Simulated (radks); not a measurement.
The table gives one normalised radial function P(r) = r R(r) of Re5+ in [Kr] 4d10 4f14 5s2 5p5 5d3 (r in bohr). Method: scalar-relativistic Kohn-Sham, LDA (Slater exchange, Perdew-Wang correlation), spin-polarised, spherical densities, finite nucleus; open shells are filled with parallel spins first (spin-orbit coupling, left out, can overturn this in heavy ions); Fermi nuclear charge, rms radius 5.3698 fm; computed with a radial shooting solver on a logarithmic mesh with Libxc functionals.

r,P
0.003179,0.0130
0.004207,0.0206
0.005566,0.0323
0.007423,0.0505
0.009822,0.0765
0.013,0.1128
0.01733,0.1609
0.02293,0.2140
0.03035,0.2602
0.04047,0.2741
0.05355,0.2191
0.07142,0.0634
0.0945,-0.1638
0.125,-0.3587
0.1668,-0.3465
0.2207,-0.0337
0.292,0.4053
0.3894,0.5684
0.5152,0.1898
0.6817,-0.5025
0.9093,-1.0228
1.203,-1.0325
1.605,-0.6611
2.123,-0.2751
2.809,-0.0680
3.747,-0.0081
4.957,-0.0004

Which n and l does it have? It may be an empty orbital.

Answer. n = 5, l = 1: the number of nodes gives n - l - 1 = 3, the rise at small r (about r^(l+1), flatter next to the nucleus through relativity) gives l, and the extent must fit the shell. The curve is that of 5p up; the table hardly tells the two spins apart. 5p up: eigenvalue -109.34 eV, 3 radial nodes at r = 0.0777, 0.225, 0.559 bohr, <r> = 1.17 bohr, 90 % of the charge inside 1.68 bohr.
